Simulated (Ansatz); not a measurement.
Relaxation of Li₉F₉ (started as a model of: (LiF)9 cage of four- and six-membered rings) with RKS PBE-D4/def2-SVP.

```sh
$ ansatz run in.yaml --threads 4 --pin off --events-out ev --progress --plain --max-ram 6963MiB
```

```yaml
crystal:
  periodic: [false, false, false]
  atoms:
    - {symbol: Li, position_ang: [0.004630, 2.425840, 0.182440]}
    - {symbol: F, position_ang: [-1.589160, 1.777330, -0.225950]}
    - {symbol: Li, position_ang: [-1.457460, 0.980820, 1.369150]}
    - {symbol: F, position_ang: [-0.001370, 1.818110, 1.888880]}
    - {symbol: Li, position_ang: [1.456990, 0.981160, 1.376830]}
    - {symbol: F, position_ang: [1.599070, 1.772750, -0.219130]}
    - {symbol: Li, position_ang: [1.457780, 0.696200, -1.534570]}
    - {symbol: F, position_ang: [0.004880, 0.723370, -2.523210]}
    - {symbol: Li, position_ang: [-1.451660, 0.701050, -1.540830]}
    - {symbol: F, position_ang: [-1.596360, -1.075570, -1.423650]}
    - {symbol: Li, position_ang: [-0.002170, -1.057700, -2.191430]}
    - {symbol: F, position_ang: [1.593460, -1.082910, -1.427430]}
    - {symbol: Li, position_ang: [-1.461610, -1.681180, 0.165270]}
    - {symbol: F, position_ang: [-1.598250, -0.694360, 1.648650]}
    - {symbol: F, position_ang: [1.595040, -0.695210, 1.648510]}
    - {symbol: Li, position_ang: [1.451640, -1.678420, 0.162810]}
    - {symbol: F, position_ang: [-0.003220, -2.544370, 0.633090]}
    - {symbol: Li, position_ang: [-0.002230, -1.366920, 2.010580]}
basis:
  gaussian: {orbitals: def2-SVP}
hamiltonian: {xc: pbe, dispersion: d4}
scf: {lower_state_search: "off"}
output: {orbitals: {seedname: orbitals}}
relax: {f_tol: 0.03, max_steps: 70}
```

It took 17 s on 4 threads of Arm Neoverse V1 on a shared host.

Positions (Å) and forces (eV/Å) at steps 1, 2, 3, 4 of 4:

```xyz
18
step=1 energy=-26279.7138 eV
Li    0.005    2.426    0.182   -0.001    0.442    0.056
F    -1.589    1.777   -0.226   -0.123    0.183    0.094
Li   -1.457    0.981    1.369   -0.431    0.427    0.318
F    -0.001    1.818    1.889    0.002    0.117    0.147
Li    1.457    0.981    1.377    0.436    0.421    0.321
F     1.599    1.773   -0.219    0.115    0.182    0.088
Li    1.458    0.696   -1.535    0.438    0.070   -0.522
F     0.005    0.723   -2.523   -0.005    0.070   -0.177
Li   -1.452    0.701   -1.541   -0.440    0.078   -0.516
F    -1.596   -1.076   -1.424   -0.117   -0.018   -0.205
Li   -0.002   -1.058   -2.191    0.006   -0.173   -0.409
F     1.593   -1.083   -1.427    0.120   -0.011   -0.205
Li   -1.462   -1.681    0.165   -0.430   -0.481    0.192
F    -1.598   -0.694    1.649   -0.122   -0.177    0.115
F     1.595   -0.695    1.649    0.112   -0.183    0.114
Li    1.452   -1.678    0.163    0.441   -0.492    0.207
F    -0.003   -2.544    0.633   -0.005   -0.183    0.029
Li   -0.002   -1.367    2.011    0.003   -0.270    0.353
18
step=2 energy=-26279.9452 eV
Li    0.004    2.461    0.195    0.001    0.147    0.035
F    -1.588    1.779   -0.226   -0.134    0.172    0.053
Li   -1.497    1.015    1.407   -0.197    0.216    0.141
F    -0.001    1.831    1.899    0.000    0.156    0.153
Li    1.496    1.014    1.414    0.200    0.212    0.140
F     1.596    1.773   -0.221    0.129    0.171    0.048
Li    1.497    0.712   -1.583    0.201    0.018   -0.251
F     0.004    0.727   -2.539    0.000    0.054   -0.212
Li   -1.492    0.717   -1.588   -0.203    0.021   -0.249
F    -1.593   -1.077   -1.425   -0.130   -0.047   -0.175
Li   -0.001   -1.064   -2.228    0.003   -0.042   -0.143
F     1.592   -1.084   -1.427    0.130   -0.038   -0.176
Li   -1.500   -1.729    0.174   -0.197   -0.224    0.106
F    -1.596   -0.694    1.650   -0.132   -0.134    0.124
F     1.592   -0.696    1.650    0.126   -0.138    0.125
Li    1.492   -1.729    0.174    0.203   -0.230    0.116
F    -0.003   -2.560    0.639   -0.004   -0.209    0.060
Li   -0.003   -1.396    2.034    0.002   -0.105    0.107
18
step=3 energy=-26280.0485 eV
Li    0.003    2.477    0.212    0.000    0.020    0.006
F    -1.611    1.805   -0.224    0.010   -0.030    0.011
Li   -1.536    1.054    1.457    0.021    0.018   -0.010
F     0.001    1.891    1.935    0.000   -0.050   -0.035
Li    1.537    1.050    1.459   -0.022    0.018   -0.009
F     1.617    1.801   -0.222   -0.010   -0.030    0.012
Li    1.538    0.735   -1.640   -0.022   -0.017   -0.011
F     0.003    0.729   -2.606    0.001   -0.004    0.062
Li   -1.534    0.739   -1.642    0.021   -0.018   -0.010
F    -1.615   -1.093   -1.451    0.010    0.026    0.019
Li    0.000   -1.056   -2.251   -0.001   -0.005   -0.020
F     1.614   -1.097   -1.449   -0.009    0.026    0.020
Li   -1.539   -1.787    0.181    0.021    0.000    0.021
F    -1.617   -0.706    1.672    0.010    0.004   -0.032
F     1.612   -0.711    1.675   -0.009    0.004   -0.033
Li    1.534   -1.791    0.184   -0.021   -0.001    0.021
F    -0.004   -2.621    0.671    0.001    0.055   -0.026
Li   -0.004   -1.421    2.039    0.000   -0.016    0.015
18
step=4 energy=-26280.0503 eV
Li    0.003    2.476    0.209    0.000   -0.004   -0.005
F    -1.613    1.801   -0.224    0.009    0.005    0.004
Li   -1.536    1.054    1.453   -0.002    0.002   -0.003
F     0.001    1.876    1.927    0.000    0.001    0.005
Li    1.536    1.049    1.455    0.002    0.002   -0.003
F     1.619    1.797   -0.221   -0.009    0.005    0.004
Li    1.538    0.731   -1.637    0.002   -0.003    0.000
F     0.003    0.730   -2.589    0.000    0.003   -0.003
Li   -1.533    0.735   -1.639   -0.002   -0.003    0.000
F    -1.617   -1.090   -1.448    0.009    0.001   -0.006
Li    0.000   -1.058   -2.248    0.000   -0.003    0.006
F     1.616   -1.094   -1.446   -0.009    0.001   -0.007
Li   -1.539   -1.782    0.183   -0.002    0.002    0.003
F    -1.619   -0.705    1.668    0.009   -0.006    0.002
F     1.614   -0.709    1.671   -0.009   -0.006    0.002
Li    1.533   -1.787    0.185    0.002    0.002    0.003
F    -0.004   -2.606    0.662    0.000   -0.004   -0.002
Li   -0.004   -1.419    2.040    0.000    0.007   -0.001
```
